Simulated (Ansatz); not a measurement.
CH4GeO2 can be A, `[OH][GeH]1[CH2][O]1`, or B, `C1[O][GeH2][O]1`.

Computed with Ansatz on PBE0-D4/def2-TZVP structures; ΔE is electronic, products minus reactants. CCSD(T)/CBS is the MP2 limit (def2-TZVPP, def2-QZVPP) plus CCSD(T) − MP2 in def2-TZVPP, frozen cores. Functionals use def2-TZVPP. B3LYP here is the variant with VWN-RPA as its local correlation; programs differ in this. For Ge outer-core shells are correlated without core-valence functions, which leaves a few kJ/mol of doubt a bond. Scalar relativity is left out up to krypton. Each species was taken in one conformer, which may not be the lowest.

Task: Which is lower in electronic energy at CCSD(T)/CBS, and by how much? (An estimate is asked.)

Result: Ansatz gave: B, by 36.1 kJ/mol.

Task: Give E(B) − E(A) in kJ/mol with MP2/def2-TZVPP, B3LYP, B2PLYP, PBE-D4, LDA (SPW92), r2SCAN-D4, BLYP-D4. (An estimate is asked.)

Result: Computed: MP2/def2-TZVPP -38.0, B3LYP -38.8, B2PLYP -39.5, PBE-D4 -29.1, LDA (SPW92) -35.9, r2SCAN-D4 -35.7, BLYP-D4 -29.5. None reverses the order clearly.

Task: Does the order hold for the free energy at 298.15 K (harmonic terms from PBE0-D4)? (An estimate is asked.)

Result: Ansatz gave: Yes: G(B) − G(A) = -31.3 kJ/mol, for one conformer each.

Largest T1 diagnostic: 0.014.

In def2-TZVPP, CCSD(T) changes the Hartree–Fock value by +33.9 kJ/mol (the triples alone add +5.2 kJ/mol) and MP2 by +39.1 kJ/mol. From PBE to PBE0 (25 % exact exchange), in def2-TZVPP and without D4, E(B) − E(A) moves by −13.3 kJ/mol.
